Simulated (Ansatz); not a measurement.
Calculated with Ansatz (gas phase, PBE0-D4/def2-TZVP geometries, no zero-point term in ΔE). CBS: MP2 limit from def2 TZ/QZ plus the TZ coupled-cluster correction, frozen cores. This one scheme is used for every species. DFT in def2-TZVPP. B3LYP here is the variant with VWN-RPA as its local correlation; programs differ in this. For Br outer-core shells are correlated without core-valence functions, which leaves a few kJ/mol of doubt a bond. Scalar relativity is left out up to krypton. One conformer a species, not always the lowest.

Reaction (substitution at a C–O bond): `C[SiH2]OC(F)F` + HBr → `FC(F)Br` + `C[SiH2]O`

Problem. Is it downhill or uphill in electronic energy at CCSD(T)/CBS, and by how much? (An estimate is asked.)

Solution. The calculation gave: Uphill: ΔE = +37.8 kJ/mol.

Problem. What do these levels give: PBE-D4, B2PLYP, r2SCAN, B3LYP, MP2/def2-TZVPP, SCS-MP2/def2-QZVPP? (An estimate is asked.)

Solution. Ansatz gave: PBE-D4 29.4, B2PLYP 36.9, r2SCAN 36.3, B3LYP 34.7, MP2/def2-TZVPP 36.9, SCS-MP2/def2-QZVPP 35.9 kJ/mol.

Largest T1 diagnostic among the species: 0.012.

From PBE to PBE0 (25 % exact exchange), in def2-TZVPP and without D4, ΔE moves by +8.6 kJ/mol. In def2-TZVPP, CCSD(T) changes the Hartree–Fock value by −14.4 kJ/mol (the triples alone add −2.5 kJ/mol) and MP2 by −19.7 kJ/mol. The D4 term adds +3.2 kJ/mol with B3LYP and +2.2 kJ/mol with PBE0; it sums over pairs of atoms, weighted by their polarisabilities, and B3LYP, whose exchange is more repulsive, gets the larger term.
